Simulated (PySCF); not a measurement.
**Ir (iridium, neutral) across methods**

[Xe] 4f14 5d7 6s1 6p1, one real determinant (an excited configuration). Calculation: PySCF 2.14, in ANO-RCC-VTZP; scalar relativity by spin-free X2C-1e.

| method | E (hartree) | mean ε 6s α (eV) | mean ε 5d β (eV) | mean ε 6p α (eV) | Σ⟨r²⟩ (bohr²) | ⟨S²⟩ |
| --- | --- | --- | --- | --- | --- | --- |
| PBE | -17828.81 | -7.788 | -7.098 | -1.955 | 68.39 | 8.751 |
| UHF | -17823.23075 | -11.017 | -12.160 | -4.883 | 68.24 | 8.756 |
| r2SCAN | -17828.86 | -8.230 | -7.402 | -2.172 | 67.99 | 8.753 |
| LDA | -17817.59 | -7.990 | -7.257 | -2.025 | 68.32 | 8.751 |
| PBE0 | -17828.56 | -8.760 | -8.587 | -2.787 | 68.08 | 8.752 |

⟨L²⟩ = 13.70 against 20 for a pure G term, so this real determinant mixes terms. Spin-orbit coupling, absent here, splits the open shell strongly.
